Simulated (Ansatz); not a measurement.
Z-matrix (Å, degrees):
```
C
Si 1 1.895
O 1 1.439 2 111.6
H 1 1.092 2 110.6 3 122.3
H 1 1.091 2 110.6 3 -117.2
H 2 1.483 1 110.2 3 -58.0
H 2 1.487 1 107.9 3 -178.4
H 2 1.485 1 109.5 3 62.5
C 3 1.331 1 116.3 2 92.3
O 9 1.196 3 126.1 1 0.2
H 9 1.099 3 108.9 1 180.0
```

The species carries charge 0 and has multiplicity 1.

Q: List the PBE0/def2-TZVPP orbital energies in eV (Ansatz 0.2.0). (Best estimate.)

A: The calculation gave: Occupied: -1802.63, -524.43, -522.62, -281.75, -279.77, -145.00, -99.65, -99.65, -99.64, -31.37, -28.96, -20.90, -17.01, -15.30, -15.09, -13.76, -13.09, -12.24, -10.72, -10.52, -9.94, -9.70, -8.46, -8.41. Lowest empty: -0.01, 0.54, 0.97, 1.35, 1.88, 2.12, 2.34, 2.80.
